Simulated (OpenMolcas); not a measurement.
An OpenMolcas run meant for Sc2+ (ANO-RCC-VTZP, DKH2; inactive shells 1s 2s 2p 3s 3p; intended active space 1 electron in 5 orbitals (3d)). One step of its input:

```
&RASSCF
FileOrb=start.orb
Symmetry=2
Spin=2
nActEl=1 0 0
Inactive=3 6
Ras2=5 0
CIRoot=5 5 1
SDav=5
CIMx=300
Iter=53 100
PrWF=0.3
OrbListing=Nothing
MaxOrb=0
Atom
>>> COPY $Project.JobIph JOB001
```

Lines from the output:

```
...
      Number of secondary orbitals              45
      Spin quantum number                      0.5
      State symmetry                             2
Orbital specifications:
      -----------------------

      Symmetry species                           1   2
                                                ag  au
      Frozen orbitals                            0   0
      Inactive orbitals                          3   6
      Active orbitals                            5   0
      RAS1 orbitals                              0   0
      RAS2 orbitals                              5   0
      RAS3 orbitals                              0   0
      Secondary orbitals                        22  23
      Deleted orbitals                           0   0
      Number of basis functions                 30  29
      Number of CSFs                             0
      Number of root(s) required                 5
 ************ ERROR ***********
  You can't ask for more roots
  than there are configurations
 ******************************
--- Stop Module: rasscf at  /rc=_RC_INPUT_ERROR_ ---
.####################.
.# User input error #.
.####################.
```

What is wrong with the input?

The state symmetry names the wrong parity for these configurations.
